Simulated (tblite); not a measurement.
Species: C7H11NO.
Cartesian coordinates in Å at the GFN2-xTB level; atoms count from 1:
```xyz
20
C7H11NO angstrom
C     -3.7075    1.4719    0.0892
C     -3.1253    0.4456   -0.1095
C     -2.4026   -0.7822   -0.3743
C     -0.9353   -0.5078   -0.7185
C     -0.1876    0.0766    0.4818
N      1.1874    0.3870    0.1670
C      2.2245   -0.3856    0.5707
C      3.5707    0.1083    0.0786
O      2.0830   -1.3627    1.2724
H     -4.2284    2.3636    0.2726
H     -2.8861   -1.2989   -1.2081
H     -2.4596   -1.4270    0.5070
H     -0.8841    0.1917   -1.5572
H     -0.4526   -1.4397   -1.0193
H     -0.6955    0.9826    0.8276
H     -0.1610   -0.6526    1.2952
H      1.3583    1.1555   -0.4615
H      3.5873    0.1383   -1.0088
H      3.7611    1.1089    0.4610
H      4.3480   -0.5628    0.4312
```

Calculated harmonic vibrations of the isolated species, GFN2-xTB (tblite), most abundant isotopes, no scaling. Errors from tens to a few hundred cm⁻¹ against measured bands are possible. One conformer, not necessarily the lowest.

Harmonic wavenumbers (cm⁻¹): 30.9, 41.4, 75.4, 83.7, 95.2, 179.9, 251.1, 277.5, 305.8, 335.3, 438.5, 453.2, 521.3, 586.1, 622.6, 641.0, 672.5, 791.2, 883.2, 901.3, 937.6, 986.1, 1001.7, 1052.6, 1080.2, 1093.1, 1121.4, 1157.9, 1192.8, 1221.6, 1267.3, 1298.4, 1317.3, 1353.7, 1371.6, 1428.6, 1446.2, 1450.0, 1460.9, 1472.6, 1483.6, 1754.6, 2297.0, 2942.1, 2950.6, 2962.6, 2969.4, 2986.3, 2990.6, 3025.4, 3028.0, 3068.5, 3398.0, 3460.3.

A = 4594, B = 626.5, C = 598.9 MHz; mass 125.084 u (most abundant isotopes); point group C1, symmetry number 1.

Q: What is the zero-point energy?

A: Half the sum of the wavenumbers: 36108 cm⁻¹ = 103.24 kcal/mol.

Q: Give the ideal-gas entropy at 200 K and 1 bar in the rigid-rotor, harmonic-oscillator model (classical rotation).

A: Translation 38.43, rotation 28.42, vibration 25.03: S = 91.9 cal/(mol K).

Q: And Cp and H(200 K) − H(0)?

A: Cp = 30.40 cal/(mol K), of which vibrations give 22.46 (their classical limit is 54 R = 107.3); H(200 K) − H(0) = 4.07 kcal/mol without the zero-point energy, 2.48 from vibrations.

Q: Blend soft modes into free rotors: weight 1/[1 + (100 cm⁻¹/ν̃)⁴] for the oscillator and the rest for a rotor with moment μB/(μ + B), μ = h/(8π²ν), B = 10⁻⁴⁴ kg m². What vibrational entropy results?

A: 21.93 cal/(mol K) in place of 25.03, which changes −T·S at 200 K by +0.62 kcal/mol.

Q: What must be added to the electronic energy to get the Gibbs energy at 200 K and 1 bar?

A: ZPE + [H(200 K) − H(0)] − T·S = 103.24 + 4.07 − 18.38 = 88.93 kcal/mol.

Hindered rotation and anharmonicity are outside this model. Other conformers, if any are populated, would add a mixing term that is left out. The structure is chiral; the term R ln 2 for an equal mix with its mirror image is left out.

On Arm Neoverse V2, one thread, no GPU, shared host, this took 0.56 s of wall time. The figure is for the frequency step alone.
